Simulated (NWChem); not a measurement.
# C₄H₉Se, doublet; SMILES [Se](CC)[CH]C

```xyz
14

C      0.7631     2.5710    -0.1104
C      0.7658     1.1421     0.2977
Se    -0.7019     0.0567    -0.0754
C      0.0473    -1.6488     0.5164
C      1.1350    -2.1938    -0.3874
H      1.7939     2.9464    -0.2193
H      0.2513     2.7211    -1.0748
H      0.2620     3.2303     0.6266
H      1.4490     0.7905     1.0783
H     -0.8182    -2.3270     0.5673
H      0.4036    -1.5019     1.5476
H      1.9817    -1.4945    -0.4563
H      1.5164    -3.1522     0.0021
H      0.7588    -2.3638    -1.4072
```
Atoms are numbered in this order, from 1.

Results from NWChem. Pople sets run with spherical d functions. Spin-unrestricted. Structure relaxed at the PBE0/def2-SVP, spin-unrestricted level. Not confirmed as a minimum by frequencies. No stability test was run on the SCF state. Level r2SCAN/6-31G*: energy and gradient on several grids; changes count from the extra-fine grid, which is no exact limit either.

Problem. Which is the coarsest grid (xfine; xcoarse; fine; medium; coarse) from which on the energy stays within 50 μHa and each gradient component within 100 μHa/bohr of xfine?

Solution. fine.
```tsv
grid	size of the energy change (μHa)	largest change of a gradient component (μHa/bohr)	time, medium = 1 (rough)
xcoarse	8000	3000	about 1
coarse	900	200	about 1
medium	200	50	about 1
fine	20	< 30	about 1
xfine	< 10	< 30	3
```
